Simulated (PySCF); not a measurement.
# Potential energy of ReS along the bond

Set-up: PySCF, scalar-relativistic core potentials, basis sets Re def2-TZVPP with ECP60, S def2-TZVPP. Energies in eV from Re (5d5 6s2) + S in their ground configurations at the same level. State: ⁶Σ⁺ (sextet), unpaired electrons σ ↑, π ↑↑, δ ↑↑.

All columns are PBE0. A positive dipole means Re(−)S(+).

```json
{"R (Å)": "1.829", "E (eV)": "-2.175", "μ (D)": "-2.48", "Mulliken charge on Re (basis-dependent)": "0.27", "HOMO (eV)": "-5.32", "LUMO (eV)": "-3.06", "Mayer bond order": "2.69", "⟨S²⟩": "8.76"}
{"R (Å)": "1.914", "E (eV)": "-3.196", "μ (D)": "-2.95", "Mulliken charge on Re (basis-dependent)": "0.29", "HOMO (eV)": "-5.50", "LUMO (eV)": "-3.03", "Mayer bond order": "2.56", "⟨S²⟩": "8.77"}
{"R (Å)": "1.999", "E (eV)": "-3.755", "μ (D)": "-3.41", "Mulliken charge on Re (basis-dependent)": "0.32", "HOMO (eV)": "-5.67", "LUMO (eV)": "-3.02", "Mayer bond order": "2.45", "⟨S²⟩": "8.77"}
{"R (Å)": "2.063", "E (eV)": "-3.951", "μ (D)": "-3.75", "Mulliken charge on Re (basis-dependent)": "0.34", "HOMO (eV)": "-5.79", "LUMO (eV)": "-3.03", "Mayer bond order": "2.37", "⟨S²⟩": "8.78"}
{"R (Å)": "2.127", "E (eV)": "-4.003", "μ (D)": "-4.07", "Mulliken charge on Re (basis-dependent)": "0.36", "HOMO (eV)": "-5.88", "LUMO (eV)": "-3.04", "Mayer bond order": "2.31", "⟨S²⟩": "8.78"}
{"R (Å)": "2.191", "E (eV)": "-3.947", "μ (D)": "-4.38", "Mulliken charge on Re (basis-dependent)": "0.38", "HOMO (eV)": "-5.97", "LUMO (eV)": "-3.07", "Mayer bond order": "2.25", "⟨S²⟩": "8.79"}
{"R (Å)": "2.276", "E (eV)": "-3.751", "μ (D)": "-4.76", "Mulliken charge on Re (basis-dependent)": "0.40", "HOMO (eV)": "-6.05", "LUMO (eV)": "-3.11", "Mayer bond order": "2.17", "⟨S²⟩": "8.80"}
{"R (Å)": "2.382", "E (eV)": "-3.381", "μ (D)": "-5.18", "Mulliken charge on Re (basis-dependent)": "0.42", "HOMO (eV)": "-6.10", "LUMO (eV)": "-3.31", "Mayer bond order": "2.07", "⟨S²⟩": "8.83"}
{"R (Å)": "2.510", "E (eV)": "-2.849", "μ (D)": "-5.60", "Mulliken charge on Re (basis-dependent)": "0.44", "HOMO (eV)": "-6.09", "LUMO (eV)": "-3.55", "Mayer bond order": "1.92", "⟨S²⟩": "8.89"}
{"R (Å)": "2.680", "E (eV)": "-2.131", "μ (D)": "-6.02", "Mulliken charge on Re (basis-dependent)": "0.46", "HOMO (eV)": "-6.00", "LUMO (eV)": "-3.72", "Mayer bond order": "1.66", "⟨S²⟩": "9.01"}
```

A fit through these points gives, at Re = 2.123 Å, μ = -4.05 D and dμ/dR = -4.95 D/Å; the reduced mass is 27.3 u.

Q: How strong is the fundamental in the double-harmonic approximation, I = 42.26·(dμ/dR)²/μred km/mol?

A: I = 42.26·(-4.95)²/27.3 = 37.9 km/mol at PBE0.

The metal atom is held in its measured ground configuration; semilocal functionals can put another filling of s and d lower by some tenths of an eV, and De to that atom would be smaller. ⟨S²⟩ of the unrestricted solution departs from its pure value on part of the curve, where spin states mix. Spin–orbit coupling is left out, which matters for elements this heavy, above all for dissociation energies. The state is the lowest single determinant that the PBE0 search found; with open d or f shells the true ground state can be another one.
